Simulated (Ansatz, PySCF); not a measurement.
This PySCF input computes a CAM-B3LYP/def2-TZVPD energy:

```python
from pyscf import gto, scf, dft

mol = gto.M(
    atom='''
    Al   -0.04037321   -0.69294089   -0.17704823
    O     1.07995207    0.57144443   -0.81300062
    H     0.97256644    1.45638026   -0.44126274
    O    -1.03343149    0.22700596    1.01700681
    H    -0.81987926    1.16424813    1.11084024
    ''',
    basis='def2-tzvpd',
    charge=-1,
    spin=0,
    verbose=4,
)

mf = dft.RKS(mol, xc='camb3lyp').density_fit(auxbasis='def2-universal-jkfit')
mf.grids.level = 3
mf.conv_tol = 1e-9
mf.max_cycle = 100
mf.max_memory = 1500
mf.kernel()
if not mf.converged:
    mf = mf.newton()
    mf.kernel(mf.make_rdm1())
mf.analyze()
```

Q: Write an input for the same energy in Ansatz (a first-principles code) and say what it gives.

A: 
Ansatz 0.2 input:
```yaml
crystal:
  periodic: [false, false, false]
  atoms:
    - {symbol: Al, position_ang: [-0.04037321, -0.69294089, -0.17704823]}
    - {symbol: O, position_ang: [1.07995207, 0.57144443, -0.81300062]}
    - {symbol: H, position_ang: [0.97256644, 1.45638026, -0.44126274]}
    - {symbol: O, position_ang: [-1.03343149, 0.22700596, 1.01700681]}
    - {symbol: H, position_ang: [-0.81987926, 1.16424813, 1.11084024]}
basis:
  gaussian:
    orbitals: def2-TZVPD
hamiltonian:
  xc: {name: CAM-B3LYP}
total_charge: -1
output: {forces: true}
```
It gives -394.24035 Eh, and PySCF -394.24039 Eh, a difference of 0.04 mEh, from the treatment of integrals and grids.
